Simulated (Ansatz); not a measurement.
Start from `BNBNC` and change one atom or group to get `CNBCl`.

Ansatz, PBE0-D4/def2-TZVP geometries, multiplicity 1. Each molecule was computed in one conformer, which needn't be the lowest.

| property | `BNBNC` |
| --- | --- |
| HOMO energy (ωB97M-V/def2-TZVPP) / eV | -9.68 |
| LUMO energy (PBE/def2-TZVPP) / eV | -1.32 |
| zero-point energy (PBE0-D4/def2-TZVP) / kJ/mol | 284.6 |
| HOMO–LUMO gap (B3LYP/def2-TZVPP) / eV | 6.57 |
| size of the dipole moment (B3LYP/def2-TZVPP) / D | 1.58 |
| LUMO energy (PBE0/def2-TZVPP) / eV | -0.36 |

(1) What does the change do to each property? (Estimate.)

## Answers

(1) Ansatz gave: 
```
                                        property  `CNBCl`   shift
           HOMO energy (ωB97M-V/def2-TZVPP) / eV   -10.08   -0.40
               LUMO energy (PBE/def2-TZVPP) / eV    -0.72    0.60
  zero-point energy (PBE0-D4/def2-TZVP) / kJ/mol    183.3  -101.3
           HOMO–LUMO gap (B3LYP/def2-TZVPP) / eV     7.59    1.02
size of the dipole moment (B3LYP/def2-TZVPP) / D     2.86    1.28
              LUMO energy (PBE0/def2-TZVPP) / eV     0.24    0.60
```

With PBE0 the HOMO falls by 0.44 eV and the LUMO rises by 0.60 eV, so the gap widens by about 1.04 eV. PBE moves the HOMO by -0.37 eV and ωB97M-V by -0.40 eV. The zero-point energy changes by -101.3 kJ/mol with -12 modes. Dipoles are sizes alone; their direction can turn.

B3LYP here is the variant with VWN-RPA as its local correlation; programs differ in this.
